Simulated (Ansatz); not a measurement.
Ideal-gas functions of CH3BOS, SMILES `BSC=O` at 400 K and 1 bar, from an Ansatz frequency run at PBE0-D4/def2-TZVP.

Molar mass 73.91 g/mol, point group Cs (symmetry number 1), electronic degeneracy 1, moments of inertia 23.657, 132.719, 156.376 u Å². Harmonic wavenumbers (cm⁻¹, unscaled): 128, 251, 449, 459, 718, 800, 853, 933, 958, 1188, 1340, 1838, 2604, 2717, 2962.

Use S(trans) = R[1.5 ln M + 2.5 ln T − 1.1517]; rotational temperatures θ = 24.2544 K / I; S(rot) = R[ln(√π/σ · √(T³/θAθBθC)) + 1.5]; for each mode x = 1.438777 ν̃/T, S = R[x/(eˣ − 1) − ln(1 − e⁻ˣ)] and H = RT x/(eˣ − 1); 1 cm⁻¹ = 0.0119627 kJ/mol; R = 8.31446 J/(mol·K).

Task: By hand: the entropy, in J/(mol·K).

Result: Translation 168.6. Rotation: θ = 1.0253, 0.1828, 0.1551 K, giving 106.7. Vibration, mode by mode: 14.84, 9.44, 5.18, 5.03, 2.41, 1.91, 1.64, 1.30, 1.21, 0.62, 0.39, 0.09, 0.01, 0.01, 0.00, in all 44.1. Electronic 0.0. Sum 319.4 J/(mol·K).

Task: By hand: H − E and G − E in kJ/mol, counted from the electronic energy.

Result: Zero-point energy ½ × 18198 × 0.0119627 = 108.8; thermal vibration 10.2; translation, rotation and pV give 4 RT = 13.3. H − E = 132.3 kJ/mol, and G − E = 132.3 − 400 × 319.4/1000 = 4.5 kJ/mol.

Vibration gives 14 % of the entropy, 14.8 J/(mol·K) of it from the mode under 150 cm⁻¹: soft modes count most, and the harmonic formula is weakest for them. The sum counts one conformer and one mirror image; others add a mixing term.
